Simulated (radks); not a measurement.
Numerical settings for the gadolinium ion Gd2+, [Xe] 4f7 5d1. Calculated with a radial shooting solver on a logarithmic mesh with Libxc functionals: Dirac Kohn-Sham, PBE, spin-unpolarised, spherical densities, finite nucleus; open shells fill j = l - 1/2 first; Fermi nuclear charge, rms radius 5.1569 fm. The defaults (mesh step 0.008 in ln r, mesh end at 40 bohr or more with all orbitals vanishing there, Anderson mixing 0.5 over 9 steps, residual threshold near 1e-9 with the energy settled to 1e-9 hartree or 1e-11 of itself, here a cap of 61 iterations) give E = -11278.6304 hartree and 5d3/2 at -15.323 eV in 14 iterations. Run on one thread of a shared host, so times are rough (Arm Neoverse N1): 0.22 s of CPU time, 0.22 s wall, 14 iterations on 2254 mesh points. Changes against that run (0 stands for a change within the tolerance of the run):

setting                    iterations         converged  E (mhartree)  e(5d3/2) (meV)  CPU (s)
mesh step in ln r 0.2               4                no      diverged               -     0.01
mesh step in ln r 0.02             14               yes             0               0      0.1
mesh step in ln r 0.003            15               yes             0               0     0.56
mesh end (bohr) 1                  14  level above zero     +2.47e+05       +7.83e+05     0.13
mesh end (bohr) 400                14               yes             0               0     0.22
residual threshold 0.001           11               yes             0         -0.0713     0.19
residual threshold 1e-16           61                no             0               0     0.44
mixing 1.5                         15               yes             0               0     0.22
linear mixing, mixing 1            61                no     +1.22e+05       -3.88e+05      2.2
linear mixing, mixing 0.2          61                no             0        -0.00673     0.59
mixing history 2                   24               yes             0               0     0.29
iteration cap 2                     2                no     +1.27e+03       -1.38e+04     0.04

Settled on a wrong energy, with an occupied level pushed above zero by the early mesh end: mesh end (bohr) 1 (+247 hartree). Apart from these: no run marked as converged misses the energy by more than 1 mhartree. A mesh that ends early acts as a hard wall.
